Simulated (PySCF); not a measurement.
Cd(I)(OMe) (CH3CdIO), SMILES C[O][Cd][I]. Atoms are numbered in the order given.

```xyz
7

Cd     0.1334     0.7958     0.0000
I     -0.0759    -1.7789     0.0000
O      0.4578     2.7450     0.0000
C     -0.5765     3.6913     0.0000
H     -1.2322     3.6387    -0.8941
H     -0.1206     4.6995     0.0000
H     -1.2322     3.6387     0.8941
```

Geometry optimised at r2SCAN-D4/def2-SVP. The structure was generated by enumeration; whether it is a known compound was not checked. The def2 effective core potentials stand for the cores of Cd, I; spin–orbit coupling is left out. Other conformers were not sampled.

Level of theory: CAM-B3LYP/def2-TZVP run with PySCF.

Atomic charges (e):

| atom | Löwdin | Mulliken |
|---|---|---|
| Cd1 | 0.56 | 0.75 |
| I2 | -0.13 | -0.29 |
| O3 | -0.27 | -0.61 |
| C4 | -0.44 | -0.14 |
| H5 | 0.09 | 0.09 |
| H6 | 0.11 | 0.11 |
| H7 | 0.09 | 0.09 |
